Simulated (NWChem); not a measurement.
Molecule: MgNH2Cl; SMILES [NH2][Mg][Cl]

```xyz
5

Mg    -0.1012    -0.2948    -0.0599
Cl     0.3743     1.8591     0.0572
N     -0.5034    -2.1306    -0.1604
H      0.0481    -2.8379    -0.6335
H     -1.3134    -2.5876     0.2439
```
Atoms are numbered in this order, from 1.

Coordinates come from a B3LYP/6-31G* (spherical d) optimisation.

Give the principal values of the shielding tensors (ppm) of Mg1, Cl2, N3 from BHandHLYP/pcSseg-1, GIAO (NWChem), with their diamagnetic and paramagnetic parts as GIAO splits them.


```
atom     σ11     σ22     σ33  isotropic  diamagnetic  paramagnetic
----  ------  ------  ------  ---------  -----------  ------------
Mg1    383.9   395.6   690.1      489.8        709.1        -219.3
Cl2   1076.8  1107.4  1148.1     1110.8       1148.5         -37.7
N3     260.3   307.1   341.6      303.0        319.6         -16.7
```
